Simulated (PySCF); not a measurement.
Compound: cis-Zr(NH3)2Cl4 (singlet state).
SMILES: `[NH3]->[Zr](<-[NH3])([Cl])([Cl])([Cl])[Cl]`

Level of theory: PySCF 2.14.0, PBE0-D3(BJ)/def2-SVP geometry optimisation, gas phase, def2 core potentials past Kr.

Take the most abundant isotopes and a rigid rotor. 

(1) Give the principal moments of inertia and the rotational constants in MHz.

(2) What kind of rotor is it?

(3) Is it planar, by Δ = Ic − Ia − Ib?

(4) Give the coordinates in the principal-axis frame, origin at the centre of mass.

(5) Which types of transition are allowed, and where do some lines up to J = 5 fall?

## Answers

(1) Ia = 631.14, Ib = 675.94, Ic = 728.79 u·Å²; 505379 MHz·u·Å²/I gives A = 800.7, B = 747.7, C = 693.4 MHz.

(2) An asymmetric top. Ray's parameter κ = (2B − A − C)/(A − C) = 0.011; −1 is the prolate and +1 the oblate limit.

(3) Not planar: Δ = Ic − Ia − Ib = -578.29 u·Å². For a rigid frame Δ = −2 Σ m c², so Σ m c² = 289.15 u·Å² lies off the ab plane: 25.78 from hydrogen and 263.37 from heavier atoms. The atom farthest from that plane is 2.41 Å away.

(4) The sense of each axis is arbitrary; atoms in the order of the calculation.
```
atom  mass (u)   a (Å)   b (Å)   c (Å)
 Zr1    89.905  -0.006   0.000   0.014
  N2    14.003  -0.024  -1.624  -1.769
  H3     1.008   0.039  -2.524  -1.289
  H4     1.008   0.778  -1.567  -2.397
  H5     1.008  -0.887  -1.636  -2.312
 Cl6    34.969   0.035   1.873   1.465
  N7    14.003  -0.045   1.618  -1.774
  H8     1.008  -0.125   2.519  -1.299
  H9     1.008  -0.842   1.545  -2.406
 H10     1.008   0.821   1.642  -2.313
Cl11    34.969   0.053  -1.873   1.465
Cl12    34.969   2.323   0.012  -0.645
Cl13    34.969  -2.362  -0.010  -0.554
```

(5) The dipole components are |μa| = 0.19 D, |μb| = 0.01 D, |μc| = 7.88 D. Intensities carry the squares of the components, which stand as 0.00 : 0.00 : 1.00 (a : b : c). Some lines, for components of 0.1 D or more:

```csv
type,branch,"J(Ka,Kc)",MHz,lower level (cm⁻¹)
c,Q,"3(3,1) ← 3(2,1)",311,0.303
a,Q,"3(1,2) ← 3(1,3)",317,0.285
c,R,"1(1,0) ← 0(0,0)",1548,0.000
a,R,"2(0,2) ← 1(0,1)",2857,0.048
c,R,"2(2,1) ← 1(1,1)",3150,0.050
a,R,"4(3,2) ← 3(3,1)",5799,0.313
a,R,"4(3,1) ← 3(3,0)",5841,0.313
a,R,"5(1,5) ← 4(1,4)",7010,0.473
c,R,"5(3,2) ← 4(2,2)",7621,0.499
c,R,"5(2,4) ← 4(1,4)",7689,0.473
c,R,"5(5,1) ← 4(4,1)",7933,0.524
```

Stationary, but not proved a minimum. Constants of a rigid frame at the computed geometry: no zero-point averaging, no centrifugal distortion. A rigid rotor knows nothing of internal rotation, which can split or shift real lines. Quadrupole hyperfine structure (14N, 35Cl) is left out.

Time: 8.5 min wall; peak memory 0.71 GiB. Hardware: an AMD EPYC 7R43 with one thread (shared host). These figures are those of the optimisation.
